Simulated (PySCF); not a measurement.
CH₅FGe (SMILES [CH3][GeH2][F]), singlet, at a GFN2-xTB geometry. Base run: CAMB3LYP/6-31G, polarisability in PySCF.

Input for PySCF:
```python
from pyscf import gto, scf, dft
from pyscf.prop import polarizability

mol = gto.M(
    atom='''
Ge    0.21713276    0.25177654    0.17465432
C    -1.72139845   -0.05853642    0.14489955
F     0.89059425   -0.97968685   -0.87227012
H     0.71344805    1.51329465   -0.47740754
H     0.92969362   -0.02436337    1.47039552
H    -1.93836206   -1.06178474    0.50515240
H    -2.24846321    0.65711359    0.76837142
H    -2.09152211    0.02729085   -0.87441623
''',
    basis='6-31g',
    verbose=4,
)

mf = dft.RKS(mol)
mf.xc = 'camb3lyp'
mf.kernel()
alpha = mf.Polarizability().polarizability()[2, 2]
print('alpha_zz =', alpha)
```

**Question.** The base was run again with changes. Order these runs by alpha_zz (bohr³), lowest first: basis = def2-SVPD | basis = def2-TZVP | basis = cc-pVDZ | basis = def2-SVP | functional = pbe0 | functional = lda,vwn.

**Answer.** functional = pbe0 (alpha_zz (bohr³) 30.77), functional = lda,vwn (alpha_zz (bohr³) 31.98), basis = def2-SVP (alpha_zz (bohr³) 33.68), basis = cc-pVDZ (alpha_zz (bohr³) 33.77), basis = def2-TZVP (alpha_zz (bohr³) 38.30), basis = def2-SVPD (alpha_zz (bohr³) 40.14)

Finite-field rows take the second difference of the energy in a field along z; a small field with loose convergence shows SCF noise divided by the square of the field, and a large one adds hyperpolarisability.
